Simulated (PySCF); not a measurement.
[Lu(OH)2]+: one run

[Lu(OH)2]+ (singlet). PySCF 2.14.0, RKS BLYP, Lu def2-SVP with ECP28, O def2-SVP, H def2-SVP; non-relativistic Hamiltonian with scalar-relativistic core potentials where named; density fitting; no spin-orbit coupling. Purpose: level BLYP.

```python
mol = gto.M(atom='''
Lu    -0.00000    -0.00000    -0.53326
O      1.59103    -0.03432     0.48719
H      2.23321    -0.04891     1.20291
O     -1.59103     0.03432     0.48719
H     -2.23321     0.04891     1.20291''',
    basis={'Lu': 'def2-SVP', 'O': 'def2-SVP', 'H': 'def2-SVP'},
    ecp={'Lu': 'def2-SVP'},
    charge=1, spin=0)
mf = dft.RKS(mol, xc='BLYP')
mf.grids.atom_grid = (75, 302)  # f atoms: unpruned, at least (60, 302)
mf = mf.density_fit()  # fitting sets: Lu def2-universal-JKFIT, O def2-universal-JKFIT, H def2-universal-JKFIT
mf.conv_tol = 1e-08; mf.max_cycle = 55
mf.kernel(dm0)  # dm0: converged density of the relaxed state
mf.nuc_grad_method().kernel()
```

Run from Python with OMP_NUM_THREADS=2; the lines above give its settings. Where DIIS fails, smearing, a level shift and second-order steps follow.
It took 38 s on 2 threads of Intel(R) Xeon(R) Processor @ 2.50GHz (Skylake/Cascade Lake) (shared host), from an already converged density.

Q: Where do the frontier levels lie, over both spins?

A: HOMO -12.01 eV, LUMO -8.36 eV. 

Q: What are the Mulliken charges and spins?

A: 
```csv
atom,charge (e),spin (e)
Lu1,1.337,0.000
O2,-0.384,0.000
H3,0.215,0.000
O4,-0.384,0.000
H5,0.215,0.000
```

Q: What forces act on the atoms (eV/Å)?

A: 
```
Lu   0.00  0.00 -0.79
O    0.14  0.00 -0.11
H    0.42 -0.01  0.50
O   -0.14  0.00 -0.11
H   -0.42  0.01  0.50
```
Forces carry noise of the integration grid, about 0.01 to 0.03 eV/Å.

The geometry was relaxed with PBE0 (Lu def2-SVP with ECP28, O def2-SVP, H def2-SVP).
